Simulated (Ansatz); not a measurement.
Ideal-gas functions of `ClB(Cl)B(Cl)Cl` at 298.15 K and 1 bar, from an Ansatz frequency run at PBE0-D4/def2-TZVP.

Molar mass 163.44 g/mol, point group D2d (symmetry number 4), electronic degeneracy 1, moments of inertia 321.538, 593.057, 594.235 u Å². Harmonic wavenumbers (cm⁻¹, unscaled): 25, 93, 94, 170, 288, 406, 496, 497, 742, 941, 941, 1156.

Use S(trans) = R[1.5 ln M + 2.5 ln T − 1.1517]; rotational temperatures θ = 24.2544 K / I; S(rot) = R[ln(√π/σ · √(T³/θAθBθC)) + 1.5]; for each mode x = 1.438777 ν̃/T, S = R[x/(eˣ − 1) − ln(1 − e⁻ˣ)] and H = RT x/(eˣ − 1); 1 cm⁻¹ = 0.0119627 kJ/mol; R = 8.31446 J/(mol·K).

By hand: the entropy, in J/(mol·K).

Translation 172.4. Rotation: θ = 0.0754, 0.0409, 0.0408 K, giving 114.1. Vibration, mode by mode: 25.90, 15.05, 14.96, 10.19, 6.22, 3.94, 2.80, 2.79, 1.09, 0.50, 0.50, 0.21, in all 84.1. Electronic 0.0. Sum 370.6 J/(mol·K).

By hand: H − E and G − E in kJ/mol, counted from the electronic energy.

Zero-point energy ½ × 5849 × 0.0119627 = 35.0; thermal vibration 11.5; translation, rotation and pV give 4 RT = 9.9. H − E = 56.4 kJ/mol, and G − E = 56.4 − 298.15 × 370.6/1000 = -54.1 kJ/mol.

Vibration gives 23 % of the entropy, 55.9 J/(mol·K) of it from the modes under 150 cm⁻¹: soft modes count most, and the harmonic formula is weakest for them. The sum counts one conformer and one mirror image; others add a mixing term.
